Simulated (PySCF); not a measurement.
AlH2, SMILES [AlH2+], charge +1.

Geometry: ωB97X-D3(BJ)/def2-TZVPD. The multiplicity is an assumed one; other spin states were not compared. The isomer is the one that the SMILES or the coordinates give; other isomers of the formula were not compared.

Method: PySCF 2.14.0 with ωB97X-D3(BJ)/def2-TZVPD.

Frequencies are harmonic and unscaled.

Modes within 1.5 cm⁻¹ of each other (mostly degenerate sets) share a row, with their intensities summed.

| mode | ν (cm⁻¹) | IR (km/mol) | Raman (Å⁴/amu) | depolarisation | moving atoms (share of kinetic energy) |
|---|---|---|---|---|---|
| 1–2 | 572 | 328.6 | 0.0 | – | H 93 % |
| 3 | 2057 | 0.0 | 368.9 | 0.11 | H 100 % |
| 4 | 2141 | 1.1 | 0.0 | – | H 93 % |
